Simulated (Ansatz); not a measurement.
Ansatz (an electronic-structure program) input (RPA@PBE/def2-TZVPP):

Ansatz 0.2 input:
```yaml
crystal:
  periodic: [false, false, false]
  atoms:
    - {symbol: Si, position_ang: [-0.74336007, -0.01289496, -0.10806846]}
    - {symbol: C, position_ang: [-2.45435273, -0.02854038, -0.28073319]}
    - {symbol: Br, position_ang: [0.04736327, 1.99465551, 0.66417696]}
    - {symbol: Br, position_ang: [0.82614170, -0.35328628, -1.87257300]}
    - {symbol: Br, position_ang: [0.01305563, -1.62690971, 1.33229848]}
    - {symbol: H, position_ang: [-2.95680659, -0.98230797, -0.40262757]}
    - {symbol: H, position_ang: [-2.93965730, 0.82799657, -0.73660014]}
basis:
  gaussian:
    orbitals: def2-TZVPP
hamiltonian:
  xc: pbe
total_charge: -1
magnetization: {spin_polarized: false}
correlation: {method: rpa, electrons: outside_noble_gas}
```

Output:

```
Functional definition: PBE
integrals: 0.66 GiB planned
1577 factors; integrals over basis functions are off by at most 1.2e-3 eV
mean field: 2.78 GiB planned
mean field evaluation 1: about -219043.3791 eV, gradient 7.0e1 eV
mean field evaluation 2: about -219043.3802 eV, gradient 7.0e1 eV
mean field evaluation 4: about -219052.8414 eV, gradient 2.4e1 eV
mean field evaluation 8: about -219054.7457 eV, gradient 6.0e-1 eV
mean field evaluation 16: about -219054.7468 eV, gradient 1.4e-4 eV
mean field -219054.74678720 eV, -8050.1134637892 hartree, gradient 7.6e-6 eV, S^2 0.000000; 0 other end points of the search recorded, 0 dependent functions left out
48 core orbitals not correlated
reference -218924.32308722 eV, -8045.3204812195 hartree; 16, 16 occupied and 181, 181 virtual orbitals, 1577 factors
Total energy: -218959.60117967 eV, -8046.6169272045 hartree
```

It need not be the lowest isomer of its formula. Whether it binds its extra electron was not tested at this geometry.
